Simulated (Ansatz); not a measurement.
One change: `[SiH3]C(Cl)I` becomes `ClC(Cl)I`.

Ansatz, PBE0-D4/def2-TZVP geometries, multiplicity 1. 

Elements past krypton have def2 core potentials.

```tsv
property	`[SiH3]C(Cl)I`
HOMO energy (B3LYP/def2-TZVPP) / eV	-7.31
size of the dipole moment (B3LYP/def2-TZVPP) / D	1.28
LUMO energy (PBE0/def2-TZVPP) / eV	-1.62
HOMO–LUMO gap (ωB97M-V/def2-TZVPP) / eV	10.04
HOMO–LUMO gap (PBE0/def2-TZVPP) / eV	5.93
ideal-gas entropy at 298 K and 1 bar (rigid rotor, harmonic PBE0-D4/def2-TZVP) / J/(mol·K)	347
```

**Question.** What does the change do to each property? (An estimate is asked.)

**Answer.** Ansatz gave: 
| property | `ClC(Cl)I` | shift |
| --- | --- | --- |
| HOMO energy (B3LYP/def2-TZVPP) / eV | -7.52 | -0.21 |
| size of the dipole moment (B3LYP/def2-TZVPP) / D | 0.94 | -0.34 |
| LUMO energy (PBE0/def2-TZVPP) / eV | -1.97 | -0.35 |
| HOMO–LUMO gap (ωB97M-V/def2-TZVPP) / eV | 10.01 | -0.03 |
| HOMO–LUMO gap (PBE0/def2-TZVPP) / eV | 5.81 | -0.12 |
| ideal-gas entropy at 298 K and 1 bar (rigid rotor, harmonic PBE0-D4/def2-TZVP) / J/(mol·K) | 325 | -22 |

With PBE0 the HOMO falls by 0.23 eV and the LUMO falls by 0.35 eV, so the gap narrows by about 0.12 eV. PBE moves the HOMO by -0.19 eV and ωB97M-V by -0.24 eV. The zero-point energy changes by -63.2 kJ/mol with -9 modes. Dipoles are sizes alone; their direction can turn.

B3LYP here is the variant with VWN-RPA as its local correlation; programs differ in this.

Spin–orbit coupling is left out; it splits and shifts lone-pair levels of the heavy atoms by tenths of an eV.
